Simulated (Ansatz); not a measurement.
Geometry optimisation, Ansatz 0.2.0, RKS PBE-D4/def2-SVP.

Input:

```yaml
crystal:
  periodic: [false, false, false]
  atoms:
    - { symbol: C, position_ang: [-0.5579, 1.1036, -0.4009] }
    - { symbol: Se, position_ang: [-0.6723, 0.0026, 1.159] }
    - { symbol: As, position_ang: [0.4164, -1.7592, -0.0254] }
    - { symbol: H, position_ang: [-1.0142, 2.1305, -0.182] }
    - { symbol: H, position_ang: [0.4511, 1.3188, -0.7235] }
    - { symbol: H, position_ang: [-1.1496, 0.6798, -1.2515] }
    - { symbol: H, position_ang: [0.07446, -1.08887, -1.45709] }
    - { symbol: H, position_ang: [-0.91685, -2.59371, -0.13343] }
basis:
  gaussian: { orbitals: def2-SVP }
hamiltonian:
  xc: pbe
  dispersion: d4
relax:
  f_tol: 0.015
  max_steps: 40
```

Run as:

```bash
$ ansatz run input.yaml --threads 2 --pin off --max-ram 3072MiB --backend cpu --events-out ev --progress --plain --runs-dir out
```

Question: Where does it end, and by what steps?

Answer: The run converged. After 15 steps the energy has fallen by 0.386 eV; H7 moved furthest, 1.11 Å.

```csv
step,energy less start (eV),largest force component (eV/Å),accepted
0,0.0000,1.996,yes
1,-0.2182,0.523,yes
2,-0.2334,0.445,yes
3,-0.2521,0.077,yes
4,-0.2582,0.114,yes
5,-0.2620,0.065,yes
6,-0.2867,0.159,yes
7,-0.2872,0.589,yes
8,-0.3502,0.175,yes
9,-0.3736,0.177,yes
10,-0.3770,0.237,yes
11,-0.3669,0.449,no
12,-0.3855,0.027,yes
13,-0.3860,0.037,yes
14,-0.3858,0.088,no
15,-0.3861,0.005,yes
```

```xyz
8
Properties=species:S:1:pos:R:3
C -0.727 1.156 -0.432
Se -0.252 0.103 1.162
As 0.158 -2.033 0.155
H -0.946 2.183 -0.082
H 0.119 1.181 -1.144
H -1.626 0.732 -0.919
H 1.011 -1.495 -1.018
H -1.105 -2.033 -0.738
```

The run took 30 s on 2 threads of Arm Neoverse V2 (shared host), peak memory 0.15 GiB.
